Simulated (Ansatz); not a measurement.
Ansatz (a quantum-chemistry and plane-wave program) job for silacyclobutane (C3H8Si), SMILES C1C[SiH2]C1, CAM-B3LYP/def2-SVPD. Geometry optimised at B3LYP-D3(BJ)/def2-SVP.

Ansatz 0.2 input:
```yaml
crystal:
  periodic: [false, false, false]
  atoms:
    - {symbol: C, position_ang: [1.33514250, -0.18310170, -0.00000000]}
    - {symbol: C, position_ang: [0.39860013, 0.15298559, -1.20472193]}
    - {symbol: Si, position_ang: [-1.06152190, -0.05649505, 0.00000001]}
    - {symbol: C, position_ang: [0.39860015, 0.15298559, 1.20472192]}
    - {symbol: H, position_ang: [2.29714037, 0.35685045, -0.00000001]}
    - {symbol: H, position_ang: [1.57114052, -1.25998581, -0.00000000]}
    - {symbol: H, position_ang: [0.50777825, 1.20565903, -1.51376088]}
    - {symbol: H, position_ang: [0.50573409, -0.48102854, -2.09648130]}
    - {symbol: H, position_ang: [-1.64993714, -1.42956946, 0.00000001]}
    - {symbol: H, position_ang: [-2.17811854, 0.93715765, 0.00000001]}
    - {symbol: H, position_ang: [0.50777827, 1.20565904, 1.51376087]}
    - {symbol: H, position_ang: [0.50573412, -0.48102852, 2.09648130]}
basis:
  gaussian:
    orbitals: def2-SVPD
hamiltonian:
  xc: {name: CAM-B3LYP}
```

It prints:

```
WARN ansatz: RAYON_NUM_THREADS=1 ignored (pool sized by the plan → 1); use --threads N
Functional definition: CAM-B3LYP
integrals: 0.08 GiB planned
1256 factors; their error is unknown
integrals: 0.11 GiB planned
558 factors; integrals over basis functions are off by at most 5.4e-6 eV
mean field: 0.85 GiB planned
mean field evaluation 1: about -11106.6795 eV, gradient 4.7e1 eV
mean field evaluation 2: about -11105.9202 eV, gradient 4.9e1 eV
mean field evaluation 4: about -11111.9972 eV, gradient 8.9e-1 eV
mean field evaluation 8: about -11112.0135 eV, gradient 2.7e-1 eV
mean field evaluation 16: about -11112.0137 eV, gradient 4.1e-5 eV
mean field -11112.01366686 eV, -408.3589702636 hartree, gradient 4.1e-5 eV, S^2 0.000000; 0 other end points of the search recorded, 0 dependent functions left out
reference -11112.01380315 eV, -408.3589752722 hartree; 20, 20 occupied and 128, 128 virtual orbitals, 1256 factors
Total energy: -11112.01380315 eV, -408.3589752722 hartree
```

The calculation finished and met its thresholds.

Cost: roughly 4 core-seconds.
